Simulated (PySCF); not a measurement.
Does the answer move with the share of exact exchange?

Species: C3H12SSi2.
SMILES: `C(C)C[SiH2]S[SiH3]`

Torsions of this conformer, `[CH3:1][CH2:2][CH2:3][SiH2:4][S:5][SiH3:6]`: C1–C2–C3–Si4 180°, C2–C3–Si4–S5 180°, C3–Si4–S5–Si6 -179°.

PySCF, pcSseg-1 basis, density fitting, gas phase, PBE0-D3(BJ)/def2-SVP geometry. One functional is left out:

```tsv
functional	exact exchange (%)	HOMO energy (eV)	LUMO energy (eV)	dipole moment (D)
B97-D	0	-6.12	-0.65	1.404
BLYP	0	-5.96	-0.63	1.349
BP86	0	-6.25	-0.91	1.425
LDA	0	-6.22	-1.13	1.428
OPBE	0	-6.17	-0.60	1.470
PBE	0	-6.15	-0.83	1.408
B3LYP	20	-7.09	-0.15	1.386
B97-2	21	-7.12	0.04	1.448
PBE0	25	-7.35	0.00	1.452
BHandHLYP	50	-8.39	0.95	1.435
```

Predict the row of mPW1PW91 (25 % exact exchange) by straight lines through the other rows, and check it.

```json
{"property": "HOMO energy (eV)", "line": "-7.29", "computed": "-7.38", "computed − line": "-0.09", "PBE0 (25 %), for comparison": "-7.35"}
{"property": "LUMO energy (eV)", "line": "0.07", "computed": "0.02", "computed − line": "-0.05", "PBE0 (25 %), for comparison": "0.00"}
{"property": "dipole moment (D)", "line": "1.428", "computed": "1.458", "computed − line": "+0.030", "PBE0 (25 %), for comparison": "1.452"}
```

Which of these properties follows the share of exact exchange most closely, and which least?

Most closely the HOMO energy, least the dipole moment; the correlations over the tabulated rows are HOMO energy -0.995, LUMO energy 0.965, dipole moment 0.258. The HOMO energy moves by -0.456 eV for every 10 %. Functionals with the same share still differ in their other parts: at 0 % BLYP and BP86 differ by 0.29 eV in it.
